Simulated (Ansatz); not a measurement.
Stepwise reaction of `BC[SiH3]` with hydrogen fluoride, as a gas-phase model of exchange steps in deposition or etching. ΔE in kJ/mol.

Isolated molecules relaxed with PBE0-D4/def2-TZVP in Ansatz; ΔE leaves out vibrations. CBS: MP2 limit from def2 TZ/QZ plus the TZ coupled-cluster correction, frozen cores. This one scheme is used for every species. DFT in def2-TZVPP. B3LYP here is the variant with VWN-RPA as its local correlation; programs differ in this. Each species was taken in one conformer, which may not be the lowest.

```csv
step,reaction,PBE-D4,B3LYP-D4,ωB97M-V,CCSD(T)/CBS
1,`BC[SiH3]` + H–F → `FBC[SiH3]` + H₂,-131.0,-133.6,-132.9,-125.3
2,`FBC[SiH3]` + H–F → `FB(F)C[SiH3]` + H₂,-136.9,-140.9,-141.3,-134.0
```

Question: By hand: ΔE of the 2 steps together at CCSD(T)/CBS.

Answer: (-125.3) + (-134.0) = -259.3 kJ/mol, or -129.7 kJ/mol a step.

In ΔE each step is lower than the one before. All are downhill at CCSD(T)/CBS. PBE-D4 differs from CCSD(T)/CBS by -5.7 to -2.9 kJ/mol a step. Isolated molecules leave out the surface, adducts and barriers. Largest T1 diagnostic: 0.012.
